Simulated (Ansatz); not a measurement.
One change: `[SiH3]C1N[SiH2]1` becomes `F[Si@H]1N[C@@H]1[SiH3]`.

Ansatz, PBE0-D4/def2-TZVP geometries, multiplicity 1. 

```json
{"property": "HOMO–LUMO gap (PBE0/def2-TZVPP) / eV", "`[SiH3]C1N[SiH2]1`": "6.59"}
{"property": "size of the dipole moment (PBE/def2-TZVPP) / D", "`[SiH3]C1N[SiH2]1`": "0.81"}
{"property": "LUMO energy (PBE0/def2-TZVPP) / eV", "`[SiH3]C1N[SiH2]1`": "-0.36"}
{"property": "HOMO energy (B3LYP/def2-TZVPP) / eV", "`[SiH3]C1N[SiH2]1`": "-6.72"}
{"property": "HOMO–LUMO gap (B3LYP/def2-TZVPP) / eV", "`[SiH3]C1N[SiH2]1`": "6.13"}
{"property": "HOMO energy (PBE/def2-TZVPP) / eV", "`[SiH3]C1N[SiH2]1`": "-5.72"}
```

Problem. Give the same properties after the change, and the shifts. (Estimate.)

Solution. The calculation gave: 
```csv
property,`F[Si@H]1N[C@@H]1[SiH3]`,shift
HOMO–LUMO gap (PBE0/def2-TZVPP) / eV,7.40,0.81
size of the dipole moment (PBE/def2-TZVPP) / D,1.21,0.40
LUMO energy (PBE0/def2-TZVPP) / eV,0.11,0.47
HOMO energy (B3LYP/def2-TZVPP) / eV,-7.05,-0.33
HOMO–LUMO gap (B3LYP/def2-TZVPP) / eV,6.91,0.78
HOMO energy (PBE/def2-TZVPP) / eV,-5.98,-0.26
```

With PBE0 the HOMO falls by 0.33 eV and the LUMO rises by 0.47 eV, so the gap widens by about 0.80 eV. PBE moves the HOMO by -0.26 eV and ωB97M-V by -0.37 eV. Dipoles are sizes alone; their direction can turn.

B3LYP here is the variant with VWN-RPA as its local correlation; programs differ in this.
